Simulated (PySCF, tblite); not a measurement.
Isomers of C6H8ClO (doublet state), one GFN2-xTB conformer each. Single-point energies are computed at B3LYP/pcH-1 (PySCF, gas phase, no added dispersion term), electronic only. GFN2-xTB treats the open shell by occupation alone, and not every SCF solution was tested for stability.

Question: Rank them by B3LYP/pcH-1 energy, lowest first (kcal/mol).
A. `[OH:1][CH:2][C@H:3]1[CH:4]=[C:5]([Cl:6])[CH2:7][CH2:8]1` (doublet state) with H–O1–C2–C3 20°, O1–C2–C3–C4 88°, C2–C3–C4–C5 105°, C4–C5–C7–C8 9°, C5–C7–C8–C3 -17°, C2–C3–C8–C7 -96°
B. `[OH:1][C@@H:2]1[CH:3][CH:4]=[CH:5][C@@H:6]([Cl:7])[CH2:8]1` (doublet state) with H–O1–C2–C3 -179°, O1–C2–C3–C4 -153°, C2–C3–C4–C5 3°, C4–C5–C6–Cl7 -96°, C5–C6–C8–C2 -49°
C. `[H]/[C:1]=[C:2](\[Cl:3])[O:4][CH2:5][C:6](=[CH2:7])[CH3:8]` (doublet state) with C1–C2–O4–C5 0°, C2–O4–C5–C6 -177°, O4–C5–C6–C7 -1°
D. `[OH:1][C@@:2]12[CH:3][C@@H:4]1[CH2:5][C@@H:6]([Cl:7])[CH2:8]2` (doublet state) with H–O1–C2–C3 85°, O1–C2–C3–C4 110°, C2–C3–C4–C5 93°, C3–C4–C5–C6 -40°, C4–C5–C6–Cl7 -158°
E. `[OH:1][C@@:2]12[CH:3][C@@H:4]([Cl:5])[CH2:6][C@@H:7]1[CH2:8]2` (doublet state) with H–O1–C2–C3 -45°
F. `[O:1]=[C:2]1[CH2:3][CH2:4][CH2:5][C:6]([Cl:7])[CH2:8]1` (doublet state) with O1–C2–C3–C4 -109°, C2–C3–C4–C5 -55°, C3–C4–C5–C6 51°, C4–C5–C6–Cl7 91°
G. `[H]/[C:1]=[C:2](\[CH3:3])[CH2:4][O:5][C:6](=[CH2:7])[Cl:8]` (doublet state) with C1–C2–C4–O5 -116°, C2–C4–O5–C6 169°, C4–O5–C6–C7 -159°

Answer: F (0.0), B (1.4), A (20.3), E (25.2), D (37.5), C (55.4), G (56.6).

Neighbours under 5.0 kcal/mol apart (O=C1CCC[C](Cl)C1 and O[C@@H]1[CH]C=C[C@@H](Cl)C1; O[CH][C@H]1C=C(Cl)CC1 and O[C@@]12[CH][C@@H](Cl)C[C@@H]1C2; [H]/[C]=C(\Cl)OCC(=C)C and [H]/[C]=C(\C)COC(=C)Cl) can change places with a better method, another conformer or zero-point energy. GFN2-xTB itself gives, in the same order: 0.0, 7.7, 18.9, 16.8, 31.8, 61.3, 63.3. Both levels put the same isomer lowest; measured from each level's own lowest isomer, the values differ by up to 8.4 kcal/mol (O[C@@]12[CH][C@@H](Cl)C[C@@H]1C2: 16.8 against 25.2).

What happens when harmonic zero-point energies from GFN2-xTB frequencies are added?

```csv
SMILES,ZPE (kcal/mol),electronic (kcal/mol),with ZPE (kcal/mol)
O=C1CCC[C](Cl)C1,78.9,0.0,0.0
O[C@@H]1[CH]C=C[C@@H](Cl)C1,77.6,1.4,0.0
O[CH][C@H]1C=C(Cl)CC1,77.5,20.3,18.8
O[C@@]12[CH][C@@H](Cl)C[C@@H]1C2,77.4,25.2,23.6
O[C@@]12[CH][C@@H]1C[C@@H](Cl)C2,77.5,37.5,36.0
[H]/[C]=C(\Cl)OCC(=C)C,74.8,55.4,51.3
[H]/[C]=C(\C)COC(=C)Cl,74.8,56.6,52.5
```

The zero-point energies span 4.1 kcal/mol. The order is unchanged.

As an exercise, what shares would exp(−E/RT) give at 2000 K from these electronic energies alone (no entropy, no degeneracies)?

RT = 3.974 kcal/mol: O=C1CCC[C](Cl)C1 58.5 %, O[C@@H]1[CH]C=C[C@@H](Cl)C1 41.0 %, O[CH][C@H]1C=C(Cl)CC1 0.4 %, O[C@@]12[CH][C@@H](Cl)C[C@@H]1C2 0.1 %, O[C@@]12[CH][C@@H]1C[C@@H](Cl)C2 under 0.1 %, [H]/[C]=C(\Cl)OCC(=C)C under 0.1 %, [H]/[C]=C(\C)COC(=C)Cl under 0.1 %.
